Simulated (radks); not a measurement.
Results of a calculation; reference values are marked as such.
Problem. Successive ionisation energies (eV) of one element, from differences of total energies of ions in their ground configurations, starting at charge 0: 3.605, 21.978, 32.275, 43.220, 54.725, 69.235, 82.080, 110.89, 125.70, 208.04, 234.50, 261.73, 289.71, 318.42, 347.82, 381.08, 412.06, 443.70, 475.96, 596.86, 630.83, 665.19. Code: a radial shooting solver on a logarithmic mesh with Libxc functionals. Model: Dirac Kohn-Sham, exchange-only PBE, spin-unpolarised, spherical densities, finite nucleus; open shells fill j = l - 1/2 first; Fermi nuclear charge, rms radius 4.8041 fm. Which element is it?

Solution. Caesium (Z = 55). The first species listed is Cs in [Xe] 6s1, the last Cs21+ in [Ar] 3d10 4s2 4p4.
